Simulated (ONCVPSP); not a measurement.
## What one change does to a pseudopotential (cadmium, ONCV)

Cd (Z = 48), optimised norm-conserving Vanderbilt (ONCV), made with ONCVPSP 4.0.1 (PBE, scalar-relativistic). Core [Ar] 3d10, reference 4s2 4p6 4d10 5s2. Waves: 4s+5s: rc 1.65 bohr, ncon 3, nbas 8, qcut 8.6 1/bohr, 2 projectors; 4p: rc 1.05 bohr, ncon 3, nbas 6, qcut 7.6 1/bohr, 3 projectors, debl 2.8 Ha; 4d: rc 1.50 bohr, ncon 4, nbas 9, qcut 11.6 1/bohr, 2 projectors, debl 2 Ha. Local part: polynomial inside 0.95 bohr (lpopt 4, dvloc0 3 Ha). Core correction: Teter function fitted to the true core (icmod 2), fcfact 0.45.

All-electron outer shells of the reference configuration (PBE, scalar-relativistic, ld1.x):

```json
{"shell": "3d", "level (eV)": "-393.64", "outermost node (bohr)": "–", "outermost maximum (bohr)": "0.27"}
{"shell": "4s", "level (eV)": "-105.92", "outermost node (bohr)": "0.43", "outermost maximum (bohr)": "0.79"}
{"shell": "4p", "level (eV)": "-66.97", "outermost node (bohr)": "0.43", "outermost maximum (bohr)": "0.84"}
{"shell": "4d", "level (eV)": "-11.73", "outermost node (bohr)": "0.42", "outermost maximum (bohr)": "0.98"}
{"shell": "5s", "level (eV)": "-5.66", "outermost node (bohr)": "1.07", "outermost maximum (bohr)": "2.35"}
```

Change: s: qcut 7.4.

Cutoffs: the cutoffs (Ha) at which the residual kinetic energy of the hardest occupied pseudo-wave falls to 1 and 0.1 mHa per electron; they do not see the model core or the augmentation charge, which bear on the density cutoff. Errors are all-electron minus pseudo energies relative to the spin-unpolarised reference configuration.

Problem. How do hardness, ghosts and transferability respond?

Solution. The potential gets neither clearly harder nor softer (87 Ha and 148 Ha → 87 Ha and 148 Ha); the p channel sets the loose cutoff, while the largest relative change is in s, which becomes softer; of the 4 tests that both files solve, the error grows in 1 and shrinks in 0 by more than 15 % and 0.3 meV (median size 7.5 → 8.7 meV); neither file shows a bound ghost.

```csv
quantity,base,changed
"cutoff, loose",87 Ha,87 Ha
"cutoff, tight",148 Ha,148 Ha
loose cutoff by channel,"s 22 Ha, p 87 Ha, d 38 Ha","s 15 Ha, p 87 Ha, d 38 Ha"
bound ghosts,none,none
GHOST(+) flags under 300 eV,none,none
"error for 4s2 4p6 4d10 5s1, meV [ΔE 9.27 eV]",-2.2,-2.3
"error for 4s2 4p6 4d10 5s0, meV [ΔE 26.40 eV]",-9.1,-10
"error for 4s2 4p6 4d9 5s0, meV [ΔE 64.41 eV]",-13,-14
"error for 4s2 4p6 4d10 5s0 5p1, meV [ΔE 15.05 eV]",-5.9,-7.0
s: phases at 1.68 bohr within 0.05 rad from the reference energy up to (Ha; the scan ends near 5),to the end of the scan,to the end of the scan
p: phases at 1.06 bohr within 0.05 rad from the reference energy up to (Ha; the scan ends near 5),to the end of the scan,to the end of the scan
d: phases at 1.52 bohr within 0.05 rad from the reference energy up to (Ha; the scan ends near 5),to the end of the scan,to the end of the scan
"rms error of d²Exc/dni dnj with the model core, mHa",1.72,1.96
```
